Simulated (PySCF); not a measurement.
# How methods differ on the ionisation energy of I³⁰⁺

I³⁰⁺ [Ar] 3d5 [3d3/2^4 3d5/2^1, M_J = 5/2] → I³¹⁺ [Ar] 3d4 [3d3/2^4, M_J = 0], as a difference of total energies. Computed with PySCF 2.14 in an even-tempered Gaussian basis (16 s from 4.9 bohr⁻², ratio 2.8; 12 p from 6.4 bohr⁻², ratio 2.8; 8 d from 6.4 bohr⁻², ratio 2.8; 3 f from 23 bohr⁻², ratio 3), with the two-component X2C-1e Hamiltonian. Correlated levels: [Ne] frozen; the 74 highest virtual spinors dropped. "Screened" scales the spin-orbit matrix elements by Boettger's factors to mimic the two-electron term; Breit and QED terms are absent.

```tsv
method	ionisation energy (eV)
GHF (spin-free)	1826.9
GMP2 (spin-free)	1827.0
GHF (screened spin-orbit)	1814.9
GMP2 (screened spin-orbit)	1813.8
```

Breit and QED terms and the two-electron picture change are absent.

The spin-free rows relax to the high-spin LS determinant and lack the spin-orbit shift.

The labels give the starting determinants; with spin-orbit coupling the two ends relaxed to ⟨J²⟩ = 8.76, ⟨L²⟩ = 0.97, ⟨S²⟩ = 6.97 and ⟨J²⟩ = 0.00, ⟨L²⟩ = 2.41, ⟨S²⟩ = 2.41.

For comparison: 1812 ± 4 eV (theoretical estimate listed by NIST; NIST Atomic Spectra Database, ionization energies).
